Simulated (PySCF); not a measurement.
C2H2O, SMILES C1=CO1.

The structure is a stationary point at PBE0-D3(BJ)/def2-TZVP.

All values below come from TDDFT-PBE/def2-SVPD run with PySCF.

Vertical excitations.  State labels are in the subgroup C2v.

```tsv
state	symmetry	energy (eV)	λ (nm)	f	main pairs
S1	B2	3.44	360	0.018	HOMO→LUMO 98 %
S2	B1	4.82	257	0.009	HOMO→LUMO+1 89 %
S3	B1	5.12	242	0.001	HOMO→LUMO+2 89 %
S4	A2	5.13	242	0.000	HOMO→LUMO+3 100 %
S5	A2	6.09	203	0.000	HOMO→LUMO+4 100 %
S6	B1	6.61	187	0.008	HOMO→LUMO+5 100 %
S7	A1	7.15	173	0.052	HOMO→LUMO+6 100 %
S8	A2	7.69	161	0.000	HOMO−1→LUMO 99 %
S9	B1	7.76	160	0.002	HOMO−2→LUMO 99 %
S10	A2	7.99	155	0.000	HOMO→LUMO+8 99 %
T1	B2	2.27	547	0	HOMO→LUMO 98 %
T2	B1	4.26	291	0	HOMO→LUMO+1 98 %
T3	B1	4.96	250	0	HOMO→LUMO+2 98 %
T4	A2	4.96	250	0	HOMO→LUMO+3 99 %
```
Triplets are in the Tamm–Dancoff approximation, which puts them higher than full response would, so one can lie above its singlet here.
